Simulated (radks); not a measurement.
The numbers below are computed, except where a source is named.
Species: Pm22+. Configuration: [Ar] 3d10 4s1 4p6 4d3 4f1 (not the ground configuration). Code: a radial shooting solver on a logarithmic mesh with Libxc functionals. Model: scalar-relativistic Kohn-Sham, r2SCAN, spin-polarised, spherical densities, finite nucleus; open shells are filled with parallel spins first (spin-orbit coupling, left out, can overturn this in heavy ions); meta-GGA in the generalised Kohn-Sham scheme; Fermi nuclear charge, rms radius 4.962 fm.

Normalised radial functions P(r) = r R(r), r in bohr:

r	4s up
0.001523	0.1427
0.0022	0.1894
0.003179	0.2460
0.00463	0.3105
0.00669	0.3701
0.009666	0.4050
0.01397	0.3795
0.02018	0.2471
0.02939	-0.0310
0.04246	-0.3955
0.06135	-0.6447
0.08864	-0.4494
0.1281	0.2933
0.1851	0.9463
0.2695	0.4352
0.3894	-1.0068
0.5626	-1.6016
0.8129	-0.8337
1.175	-0.1476
1.711	-0.0060

4s up: eigenvalue -888.95 eV, 3 radial nodes at r = 0.0284, 0.113, 0.304 bohr, <r> = 0.554 bohr, 90 % of the charge inside 0.785 bohr.
